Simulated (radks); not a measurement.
Numerical settings for neutral indium, [Kr] 4d10 5s2 5p1. Method: scalar-relativistic Kohn-Sham, LDA (Slater exchange, Perdew-Wang correlation), spin-polarised, spherical densities, point nucleus; open shells are filled with parallel spins first (spin-orbit coupling, left out, can overturn this in heavy ions); computed with a radial shooting solver on a logarithmic mesh with Libxc functionals. The defaults (mesh step 0.008 in ln r, mesh end at 40 bohr or more with all orbitals vanishing there, Anderson mixing 0.5 over 9 steps, residual threshold near 1e-9 with the energy settled to 1e-9 hartree or 1e-11 of itself, here a cap of 64 iterations) give E = -5876.4518 hartree and 5p at -2.900 eV in 14 iterations. Run on one thread of a shared host, so times are rough (Arm Neoverse N1): 0.31 s of CPU time, 0.31 s wall, 14 iterations on 2725 mesh points. Changes against that run (0 stands for a change within the tolerance of the run):

setting                     iterations  converged  E (mhartree)  e(5p) (meV)  CPU (s)
mesh step in ln r 0.005             14        yes             0            0     0.47
mesh step in ln r 0.003             14        yes             0            0     0.78
mesh step in ln r 0.08               4         no      diverged            -     0.05
mesh end (bohr) 400                 14        yes             0            0      0.3
mesh end (bohr) 8                   14        yes         +6.06         +356     0.28
residual threshold 0.1               9        yes             0        -0.84     0.22
residual threshold 1e-13            21        yes             0            0     0.38
mixing 0.01                         22        yes             0            0     0.46
linear mixing, mixing 0.05          64         no         +2.87        -79.3      1.2
linear mixing, mixing 1             64         no     +1.66e+05    +2.91e+03      3.3
mixing history 20                   21        yes             0            0     0.39
iteration cap 5                      5         no       -0.0947        +23.1     0.12

Settings that end as converged yet miss the energy by more than 1 mhartree: mesh end (bohr) 8 (+0.00606 hartree). A mesh that ends early acts as a hard wall.
